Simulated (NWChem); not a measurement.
Species: MoH₂O₄; SMILES [O]=[Mo]([OH])([OH])=[O]

```xyz
7

Mo     0.0000     0.0000     0.0519
O     -0.1183     1.3566     1.0247
O      0.1183    -1.3566     1.0247
O      1.5213     0.1538    -1.0166
H      2.1828    -0.5343    -1.1558
O     -1.5213    -0.1538    -1.0166
H     -2.1828     0.5343    -1.1558
```
Atoms are numbered in this order, from 1.

Program: NWChem. Coordinates come from a PBE0/def2-SVP optimisation. def2 effective core potentials on Mo; no spin-orbit coupling.

For level B3LYP/STO-3G (all-electron, non-relativistic):

```
Item                         Result
---------------------------  ------
highest occupied level (eV)   -4.21
dipole (D)                     1.68
```

Question: Estimate the same quantities for level B3LYP/def2-SVP (core potentials).

Answer: highest occupied level (eV): -8.77
dipole (D): 2.62
